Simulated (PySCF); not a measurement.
Assigning NMR signals

Cartesian coordinates in Å; atom numbers follow the order of the lines, from 1:
```xyz
21

C    -0.474   -0.751   -1.469
C    -0.699   -0.302   -0.025
C    -1.779   -1.168    0.631
C    -1.108    1.135    0.022
N    -1.640    1.612    1.057
Si    0.912   -0.449    1.017
N     2.335   -0.073    0.042
C     2.462    1.183   -0.412
O     1.646    2.040   -0.178
H    -0.127   -1.782   -1.502
H    -1.404   -0.689   -2.035
H     0.266   -0.121   -1.960
H    -1.989   -0.801    1.631
H    -2.698   -1.121    0.050
H    -1.460   -2.206    0.691
H    -0.883    1.715   -0.882
H    -1.859    2.604    1.012
H     1.179   -1.861    1.317
H     0.887    0.417    2.184
H     3.058   -0.738   -0.174
H     3.366    1.372   -1.019
```

All values are calculated (PySCF): geometry from GFN2-xTB, shieldings: GIAO PBE0/pcSseg-1. In vacuum, fast rotation and ring inversion assumed for equivalent nuclei, non-relativistic, a single conformation.

Referencing at the same level of theory: ¹³C and ¹H vs TMS.

Task: Assign these signals to the numbered atoms. ¹³C{¹H} NMR (computed): δ 186.0, 168.6, 34.4, 23.6.

Result: 
186.0 → C4, carbon bonded to C, N, H
168.6 → C8, carbon bonded to N, O, H
34.4 → C2, carbon bonded to 3 C, Si
23.6 → C1/C3, carbon bonded to C, 3 H

Task: Assign these signals to the numbered atoms. ¹H NMR (300 MHz, computed): δ 10.75 (br s, 1H), 8.51 (s, 1H), 8.50 (s, 1H), 4.81 (br s, 1H), 4.48 (s, 2H), 1.24 (s, 6H).

Result: 
| δ (ppm) | atoms | environment | reason |
| --- | --- | --- | --- |
| 10.75 | H17 | hydrogen on a nitrogen bonded to C | – |
| 8.51 | H21 | hydrogen on a carbon bonded to N, O | – |
| 8.50 | H16 | hydrogen on a carbon bonded to C, N | – |
| 4.81 | H20 | hydrogen on a nitrogen bonded to C, Si | – |
| 4.48 | H18/H19 | hydrogen on a silicon bonded to C, N | – |
| 1.24 | H10/H11/H12/H13/H14/H15 | hydrogen on a carbon bonded to C | – |

H21 and H16 lie closer than the usual error of such a calculation, so a measured spectrum could show them in the other order.

OH and NH positions are those of a molecule without intermolecular hydrogen bonds; in solution they move with solvent, concentration and temperature, and exchange usually removes their couplings. Shifts are as computed. Against solution values, carbons near 30 ppm lie about +3 ppm off and those near 130 ppm about +5 ppm. Of 1211 compounds with measured shifts, 218 miss one by over three times the rms of a fit or turn the order of signals round; such compounds aren't used in these exercises. No couplings were computed; multiplicities are counted from neighbouring protons, with m where these are inequivalent, close in shift, in a saturated or five-membered ring or joined by F or P, and br s for small geminal =CH2 splittings.
